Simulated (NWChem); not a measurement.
# SiHICl2; SMILES Cl[SiH](I)Cl

Program: NWChem. The geometry was optimised at PBE0/def2-SVP. def2 effective core potentials on I; no spin-orbit coupling.

For level PBE/STO-3G (all-electron, non-relativistic):

* **highest occupied level (eV)**: -4.78
* **orbital gap (eV)**: 5.18
* **dipole (D)**: 1.91

Task: How do the values read with level PBE/def2-SVP (core potentials) instead?

Result: highest occupied level (eV): -6.86
orbital gap (eV): 4.98
dipole (D): 0.75
